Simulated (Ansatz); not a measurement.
Ansatz (an electronic-structure program) input (CCSD(T)/aug-cc-pV(D+d)Z):
A basis named .json is the Basis Set Exchange file of that set.

Ansatz 0.2 input:
```yaml
crystal:
  periodic: [false, false, false]
  atoms:
    - {symbol: N, position_ang: [-1.25585413, 1.45720404, -0.19536470]}
    - {symbol: Si, position_ang: [-1.61055665, -0.26475449, -0.15479975]}
    - {symbol: O, position_ang: [-0.12696724, -1.01126180, -0.03881121]}
    - {symbol: Si, position_ang: [1.42311114, -0.76661880, 0.28657921]}
    - {symbol: N, position_ang: [1.60746057, 1.09032883, -0.01608999]}
    - {symbol: H, position_ang: [-1.63262578, 1.99849387, 0.57574642]}
    - {symbol: H, position_ang: [-1.50858763, 1.93579860, -1.05366720]}
    - {symbol: H, position_ang: [-2.21648128, -0.69353293, -1.42035088]}
    - {symbol: H, position_ang: [-2.37688180, -0.58928337, 1.05486163]}
    - {symbol: H, position_ang: [2.33385997, -1.39770010, -0.67127450]}
    - {symbol: H, position_ang: [1.78318278, -0.91626870, 1.70044005]}
    - {symbol: H, position_ang: [2.10145189, 1.58430429, 0.72753063]}
    - {symbol: H, position_ang: [0.61567114, 1.46071137, -0.07466611]}
    - {symbol: H, position_ang: [2.07914097, 1.31406742, -0.89286014]}
basis:
  gaussian:
    orbitals: aug-cc-pV_D+d_Z.json
total_charge: 1
magnetization: {spin_polarized: false}
correlation: {method: ccsd_t, electrons: outside_noble_gas}
output: {forces: true}
```

End of the output:

```
integrals: 1.23 GiB planned
2122 factors; integrals over basis functions are off by at most 8.4e-4 eV
1.28 GiB of device memory are held for the factors and their scratch space
mean field: 1.39 GiB planned
mean field evaluation 1: about -20856.8165 eV, gradient 7.0e1 eV
mean field evaluation 2: about -20856.9335 eV, gradient 7.0e1 eV
mean field evaluation 4: about -20866.8146 eV, gradient 5.1e0 eV
mean field evaluation 8: about -20866.8990 eV, gradient 3.3e-1 eV
mean field evaluation 16: about -20866.6497 eV, gradient 5.0e0 eV
mean field -20866.89938600 eV, -766.8444083432 hartree, gradient 8.7e-6 eV, S^2 0.000000; 0 other end points of the search recorded, 0 dependent functions left out
13 core orbitals not correlated
reference -20866.89938600 eV, -766.8444083432 hartree; 16, 16 occupied and 185, 185 virtual orbitals, 2122 factors
densities: 9.22 GiB planned
second order -20.97812587 eV of doubles, -0.00000000 eV of singles
coupled cluster: 6.89 GiB planned
cycle   1  -21.82649592 eV  change   -8.5e-1 eV  update   1.1e-1
cycle   2  -22.39120246 eV  change   -5.6e-1 eV  update   3.0e-2
cycle   3  -22.52410599 eV  change   -1.3e-1 eV  update   1.5e-2
cycle   4  -22.51846381 eV  change    5.6e-3 eV  update   3.2e-3
cycle   5  -22.51756080 eV  change    9.0e-4 eV  update   1.3e-3
cycle   6  -22.51807167 eV  change   -5.1e-4 eV  update   3.8e-4
cycle   7  -22.51793801 eV  change    1.3e-4 eV  update   1.5e-4
cycle   8  -22.51786208 eV  change    7.6e-5 eV  update   4.8e-5
cycle   9  -22.51786194 eV  change    1.3e-7 eV  update   1.8e-5
cycle  10  -22.51786215 eV  change   -2.1e-7 eV  update   5.8e-6
perturbative correction -0.66013387 eV, -0.0242594722 hartree
the calculation of the forces begins
1.28 GiB of device memory are held for the factors and their scratch space
Total energy: -20890.07738202 eV, -767.6961839864 hartree
Atom 0 at    -1.255854     1.457204    -0.195365 Å, force     0.340990     0.106475     0.021561 eV/Å
Atom 1 at    -1.610557    -0.264754    -0.154800 Å, force    -0.771933     0.035476    -0.022249 eV/Å
Atom 2 at    -0.126967    -1.011262    -0.038811 Å, force    -0.186887    -0.613867    -0.197210 eV/Å
Atom 3 at     1.423111    -0.766619     0.286579 Å, force     0.828365    -0.104120     0.261748 eV/Å
Atom 4 at     1.607461     1.090329    -0.016090 Å, force    -0.201177     0.020172    -0.002044 eV/Å
Atom 5 at    -1.632626     1.998494     0.575746 Å, force    -0.171452     0.208538     0.263551 eV/Å
Atom 6 at    -1.508588     1.935799    -1.053667 Å, force    -0.126430     0.185724    -0.301712 eV/Å
Atom 7 at    -2.216481    -0.693533    -1.420351 Å, force    -0.045970    -0.044720    -0.107372 eV/Å
Atom 8 at    -2.376882    -0.589283     1.054862 Å, force    -0.063175    -0.031172     0.104108 eV/Å
Atom 9 at     2.333860    -1.397700    -0.671274 Å, force     0.078444    -0.053279    -0.086123 eV/Å
Atom 10 at     1.783183    -0.916269     1.700440 Å, force     0.036267    -0.009402     0.120554 eV/Å
Atom 11 at     2.101452     1.584304     0.727531 Å, force     0.152885     0.181985     0.207010 eV/Å
Atom 12 at     0.615671     1.460711    -0.074666 Å, force    -0.013954     0.017190    -0.002430 eV/Å
Atom 13 at     2.079141     1.314067    -0.892860 Å, force     0.144025     0.101001    -0.259392 eV/Å
Dipole moment:     0.711190     0.834408    -0.004701 e Å
```

It need not be the lowest isomer of its formula.
